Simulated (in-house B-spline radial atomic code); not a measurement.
Inner-shell binding energies (edges) and X-ray emission energies of free atoms and ions, as differences of relaxed hole-state energies with first-order Breit, QED and recoil terms, without correlation or multiplet splittings, in NIST's listed ground configurations. For neutral atoms such line energies lie within some 1 to 5 eV of tabulated X-ray lines (up to 20 eV for the heaviest). K = 1s, L2 = 2p1/2, L3 = 2p3/2. A dash marks a subshell that is part filled or wasn't run, or a line left out. Computed with a B-spline radial code for spherical atoms: Dirac-Hartree-Fock, average of the configuration, finite nuclei.

```
 ion      configuration  K edge (eV)  L3 edge (eV)  K-L3 (eV)  K-L2 (eV)
  Hf  [Xe] 4f14 5d2 6s2      65346.5       9566.81    55779.7    54601.3
 W2+      [Xe] 4f14 5d4            ?             ?          ?          ?
Re3+      [Xe] 4f14 5d4      71714.6         10578    61136.6    59713.2
Os4+      [Xe] 4f14 5d4      73927.8       10932.9    62994.9    61480.9
Ir5+      [Xe] 4f14 5d4      76186.9       11295.5    64891.4    63282.2
Pt6+      [Xe] 4f14 5d4            ?             ?          ?          ?
Au7+      [Xe] 4f14 5d4      80843.2       12043.2      68800    66985.2
```

(1) Fill in the row of W2+.

(2) Fill in the row of Pt6+.

Answers

(1) K edge (eV): 69545.9; L3 edge (eV): 10231; K-L3 (eV): 59314.9; K-L2 (eV): 57977.4.

(2) K edge (eV): 78491.6; L3 edge (eV): 11665.6; K-L3 (eV): 66826; K-L2 (eV): 65116.6.
